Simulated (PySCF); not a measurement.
Magnetisability: `InChI=1S/C5H6FNO/c1-2-8-4-5(6)3-7/h2,5H,1,4H2/t5-/m0/s1`

Cartesian coordinates in Å; atom numbers follow the order of the lines, from 1:
```xyz
14

C    -2.346    0.757   -0.455
C    -1.945   -0.227    0.331
O    -0.677   -0.649    0.577
C     0.368    0.009   -0.097
C     1.678   -0.696    0.275
F     1.872   -1.793   -0.534
C     2.807    0.210    0.144
N     3.686    0.930    0.039
H    -3.394    0.972   -0.545
H    -1.679    1.375   -1.027
H    -2.636   -0.835    0.898
H     0.418    1.065    0.203
H     0.231   -0.048   -1.186
H     1.618   -1.070    1.308
```

Method used: GIAO BHandHLYP/pcSseg-1 magnetisability, rotational g tensor and spin-rotation constants, non-relativistic, gas phase (PySCF 2.14.0). Geometry: GFN2-xTB.

Q: What are the magnetisability and the molar susceptibility?

A: Isotropic -1073 × 10⁻³⁰ J/T², or -64.6 × 10⁻⁶ cm³/mol; principal values -1188, -1064, -967 × 10⁻³⁰ J/T², anisotropy 192 × 10⁻³⁰ J/T² (root of half the summed squared differences of the principal values). The susceptibility is in cgs units.

Q: Split it along the inertial axes a, b, c into diamagnetic and paramagnetic parts about the centre of mass, with the quadrupole moment.

A: 
```tsv
axis	χ (10⁻⁶ cm³/mol)	diamagnetic (10⁻⁶ cm³/mol)	paramagnetic (10⁻⁶ cm³/mol)	summed x² of all electrons (Å²)	quadrupole Θ (D Å)
a	-63.0	-343.9	280.9	266.8	-5.18
b	-67.7	-1228.2	1160.5	58.3	-1.70
c	-63.2	-1379.4	1316.2	22.7	+6.88
```
Anisotropies 2χaa − χbb − χcc = +5.0 and 2χbb − χaa − χcc = -9.2 × 10⁻⁶ cm³/mol. Θ is traceless in Buckingham's convention.

Q: And the rotational g tensor?

A: 
| axis | rotational constant (GHz) | g | nuclear part | electronic part |
| --- | --- | --- | --- | --- |
| a | 4.4921 | -0.0482 | 0.5446 | -0.5928 |
| b | 1.0120 | -0.0096 | 0.5422 | -0.5518 |
| c | 0.8869 | -0.0124 | 0.5360 | -0.5484 |

Asymmetric top; isotopes 12C, 19F, 1H, 14N, 16O; no vibrational averaging.
